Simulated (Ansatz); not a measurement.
Coupled-cluster diagnostics for Sc₃, Ansatz.

Geometry of the doublet (r2SCAN-D4/def2-TZVP):

```xyz
3

Sc   -1.226   -1.032    0.270
Sc    1.319    0.063    1.031
Sc   -0.093    0.970   -1.301
```

Correlated methods freeze 15 core orbitals; core or outer-core shells of Sc are correlated, in sets that lack core-valence functions. In CCSD on the charge 0 doublet the largest single amplitude is 0.37, so its Hartree–Fock determinant may place the open shell otherwise than the density functionals do. The geometry of the doublet was relaxed on an unsound state (⟨S²⟩ 2.33, where a pure state has 0.75). The geometry of the quartet was relaxed on an unsound state (⟨S²⟩ 4.94, where a pure state has 3.75). The geometry of the sextet was relaxed on an unsound state (⟨S²⟩ 9.33, where a pure state has 8.75). The structure comes from a short search, and lower isomers may exist.

Geometry of the charge 0 quartet (r2SCAN-D4/def2-TZVP):

```xyz
3

Sc    0.396   -1.558    0.154
Sc   -0.720    0.789    1.311
Sc    0.324    0.769   -1.465
```

Geometry of the charge 0 sextet (r2SCAN-D4/def2-TZVP):

```xyz
3

Sc    1.6357    0.0895    0.3242
Sc   -0.7072    0.8710   -1.2447
Sc   -0.9285   -0.9606    0.9204
```

Task: Estimate the CCSD(T) correlation energy, the shares of MP2 and (T), T1 and the reference's ⟨S²⟩ for: charge 0, doublet, own geometry in def2-TZVP; charge 0, quartet, own geometry in def2-TZVP; charge 0, sextet, own geometry in def2-TZVP; and the rough time on 4 threads of Arm Neoverse V2 on a shared host.

Result: 
```csv
state,basis,correlation (eV),MP2 share (%),(T) share (%),T1,⟨S²⟩ (pure),wall time,remarks
"charge 0, doublet, own geometry",def2-TZVP,-23.109,82.6,5.6,0.105,3.65 (0.75),1.7 min,"large T1 (0.105), spin-contaminated (⟨S²⟩ 3.65)"
"charge 0, quartet, own geometry",def2-TZVP,-22.719,82.9,5.3,0.093,5.77 (3.75),35 s,"large T1 (0.093), spin-contaminated (⟨S²⟩ 5.77)"
"charge 0, sextet, own geometry",def2-TZVP,-22.242,83.8,4.9,0.095,9.94 (8.75),2.2 min,"large T1 (0.095), spin-contaminated (⟨S²⟩ 9.94)"
```
Customary marks for T1 are 0.02 (closed shells), 0.045 (open shells) and about 0.05 (3d metals). T1 exceeds 0.02 in 3 of 3 rows and 0.045 in 3; the higher it lies, the less the single-reference result can be trusted.
